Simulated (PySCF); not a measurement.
**Excitation energy of Pb by level of theory**

Pb [Xe] 4f14 5d10 6s2 6p2 (3P) → Pb [Xe] 4f14 5d10 6s2 6p1 7s1 (3P), as a difference of total energies. All numbers are calculated (PySCF 2.14, a scalar-relativistic core potential, in aug-cc-pVTZ-PP with one added diffuse shell each of d, f type with ECP60MDF (6s5p5d3f, 67 functions)). Correlated levels: valence: 5s2 5p6 5d10 frozen. The calculations carry no spin-orbit coupling.

```tsv
method	excitation energy (eV)
UHF	3.776
MP2 (valence)	3.854
SCS-MP2 (valence)	3.846
CCSD (valence)	3.858
CCSD(T) (valence)	3.861
```

**Question.** How much does correlation contribute at CCSD(T) (valence)?

**Answer.** 3.861 − (3.776) = 0.085 eV, measured against UHF.

Spin-orbit coupling is strong in these open shells (close to jj coupling). The scalar numbers leave it out and a first-order estimate fails, so it can dominate the gap to the real levels.

The promoted electron is Rydberg-like, and one or two diffuse shells describe it only roughly, which tends to raise the upper state.
